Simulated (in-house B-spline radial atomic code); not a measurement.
Checks on a self-consistent run for As III (As2+), [Ar] 3d10 4s2 (8p3/2)1. Computed with an all-electron radial atomic-structure program (B-spline basis): Dirac-Hartree-Fock, average of the jj configuration, Fermi nucleus of rms radius 4.0968 fm.

| orbital | q | ε (Eh) | <1/r> | <r²> | small-component weight |
| --- | --- | --- | --- | --- | --- |
| 1s1/2 | 2 | -440.43620 | 33.4737 | 0.00278405 | 0.014275 |
| 2s1/2 | 2 | -59.01690 | 7.44673 | 0.0480793 | 0.0028071 |
| 2p1/2 | 2 | -52.62735 | 7.37544 | 0.037448 | 0.0027724 |
| 2p3/2 | 4 | -51.26940 | 7.16438 | 0.0388973 | 0.002715 |
| 3s1/2 | 2 | -9.48570 | 2.39653 | 0.407437 | 0.00064787 |
| 3p1/2 | 2 | -7.26783 | 2.26448 | 0.435127 | 0.00059329 |
| 3p3/2 | 4 | -7.07196 | 2.21648 | 0.44906 | 0.00057915 |
| 3d3/2 | 4 | -3.28899 | 1.92876 | 0.546046 | 0.0004586 |
| 3d5/2 | 6 | -3.25958 | 1.9152 | 0.553349 | 0.00045404 |
| 4s1/2 | 2 | -1.70023 | 0.726712 | 3.59695 | 8.9883e-05 |
| 8p3/2 | 1 | -0.11381 | 0.0718444 | 424.916 | 3.8707e-06 |

Electron-electron repulsion V_ee = 850.3455 hartree.

Q: What total energy follows from the eigenvalues?

A: The eigenvalues count the repulsion twice, so E = Σqε - V_ee = -1407.261 - 850.345 = -2257.607 hartree; the run printed -2257.607.

Q: Does the Dirac virial theorem hold?

A: For a point nucleus E = -2c²Σq·w, with w the small-component weight. Here Σq·w = 0.06011 and c = 137.0360, so the ratio E/(-2c²Σq·w) is 1.000013; the finite nucleus accounts for the departure from 1.

Q: What diamagnetic shielding (Lamb formula) and susceptibility (Langevin formula) do the radii give?

A: σ = (α²/3)Σq<1/r> = 164.169/(3·137.036²) = 2914.1 ppm, and χ = -0.79199×10⁻⁶·Σq<r²> = -349.6×10⁻⁶ cm³/mol with Σq<r²> = 441.43 bohr². Both are non-relativistic formulas without the paramagnetism of open shells.
